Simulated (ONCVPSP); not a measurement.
## Logarithmic derivatives: C (Z = 6), ONCV

C, optimised norm-conserving Vanderbilt (ONCV), made with ONCVPSP 4.0.1 (PW91, scalar-relativistic). Core [He], reference 2s2 2p2. Waves: 2s: rc 1.20 bohr, ncon 4, nbas 8, qcut 5.8 1/bohr, local; 2p: rc 2.00 bohr, ncon 4, nbas 8, qcut 8.8 1/bohr, 2 projectors, debl 1.1 Ha; d scattering state at 0.21 Ha: rc 2.15 bohr, ncon 4, nbas 7, qcut 5.1 1/bohr, 2 projectors, debl 3.9 Ha. Local part: the s channel. Core correction: Teter function fitted to the true core (icmod 2), fcfact 0.65.

The phase is arctan(r·R′/R) of the radial function R(r), unwrapped; energies in Ha, scanned from -2 to 5 Ha. A pole is an energy at which the radial function vanishes at the test radius. The pseudo phase is shifted by a multiple of π to meet the all-electron one at the reference energy, and phase errors are pseudo minus all-electron; the curves can meet again beyond the range given. Levels narrower than the energy grid can be missing from the lists of poles.

| channel | radius (bohr) | reference energy (Ha) | poles, all-electron | poles, pseudo | unbroken range about the reference energy with phases within 0.05 rad | phase error 1 Ha above the reference energy (rad) |
| --- | --- | --- | --- | --- | --- | --- |
| s | 1.22 | -0.51 | 3.14 | 2.83 | below 3.9 | -0.004 |
| p | 2.03 | -0.20 | 0.29, 4.15 | 0.29, 4.19 | the whole range | +0.000 |
| d | 2.18 | 0.21 | 2.23 | 2.23 | the whole range | +0.000 |

Phases in the p channel:

| E (Ha) | all-electron | pseudo |
| --- | --- | --- |
| -1.98 | 1.213 | 1.213 |
| -1.80 | 1.184 | 1.184 |
| -1.62 | 1.147 | 1.147 |
| -1.44 | 1.099 | 1.099 |
| -1.26 | 1.034 | 1.034 |
| -1.08 | 0.937 | 0.937 |
| -0.90 | 0.782 | 0.782 |
| -0.72 | 0.505 | 0.505 |
| -0.54 | -0.005 | -0.004 |
| -0.36 | -0.656 | -0.656 |
| -0.18 | -1.102 | -1.102 |
| 0.00 | -1.347 | -1.347 |
| 0.18 | -1.499 | -1.499 |
| 0.36 | -1.608 | -1.608 |
| 0.54 | -1.702 | -1.702 |
| 0.72 | -1.794 | -1.794 |
| 0.90 | -1.900 | -1.900 |
| 1.08 | -2.040 | -2.040 |
| 1.26 | -2.252 | -2.252 |
| 1.44 | -2.609 | -2.608 |
| 1.62 | -3.155 | -3.154 |
| 1.80 | -3.690 | -3.688 |
| 1.98 | -4.029 | -4.027 |
| 2.16 | -4.226 | -4.224 |
| 2.34 | -4.347 | -4.346 |
| 2.52 | -4.430 | -4.428 |
| 2.70 | -4.490 | -4.488 |
| 2.88 | -4.536 | -4.534 |
| 3.06 | -4.572 | -4.571 |
| 3.24 | -4.603 | -4.601 |
| 3.42 | -4.629 | -4.627 |
| 3.60 | -4.652 | -4.650 |
| 3.78 | -4.673 | -4.670 |
| 3.96 | -4.693 | -4.689 |
| 4.14 | -4.712 | -4.707 |
| 4.32 | -4.730 | -4.725 |
| 4.50 | -4.748 | -4.742 |
| 4.68 | -4.767 | -4.759 |
| 4.86 | -4.786 | -4.777 |
